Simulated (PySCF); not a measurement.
# Electron correlation in V(2+) (vanadium, charge +2)

[Ar] 3d2 4p1, one real determinant (an excited configuration). All numbers are calculated (PySCF 2.14, scalar relativity by spin-free X2C-1e, in x2c-TZVPPall with one added diffuse shell each of s, p, d, f type (7s6p5d3f1g, 80 functions)). Frozen: [Ar]; 3 electrons correlated.

MP2 pair energies summed by pair of shells (mhartree):

```tsv
pair	energy	share (%)
3d-4p	-4.68	52.8
3d-3d	-4.18	47.2
```

Total MP2 correlation energy: -8.86 mhartree.

Same-spin part -8.86 and opposite-spin part 0.00 mhartree; SCS-MP2 scales them by 1/3 and 6/5 to -2.95 mhartree.

The reference is one real determinant that mixes LS terms of this configuration.
